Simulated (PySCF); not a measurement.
H₂OSi, SMILES O=[SiH2]. Atoms are numbered in the order given.

```xyz
4

Si     0.0000     0.0000     0.4374
O      0.0000     0.0000    -1.0821
H      0.0000    -1.2270     1.2664
H      0.0000     1.2270     1.2664
```

Geometry: B3LYP-D3(BJ)/def2-TZVP.

Level of theory: CAM-B3LYP/def2-TZVPD run with PySCF.

Symmetry labels are those of the subgroup C2v that the program uses (full group C2v).

Q: List the valence orbital energies around the gap with their symmetry. (The exact figures need the calculation; the answer reports its results.)

A: 
```csv
orbital,symmetry,energy (eV)
HOMO−7,B2,-102.02
HOMO−6,A1,-101.99
HOMO−5,A1,-27.43
HOMO−4,A1,-16.44
HOMO−3,B2,-12.77
HOMO−2,A1,-11.57
HOMO−1,B1,-10.59
HOMO,B2,-9.75
LUMO,B1,-1.27
LUMO+1,A1,0.49
LUMO+2,A1,0.83
LUMO+3,A1,1.49
```
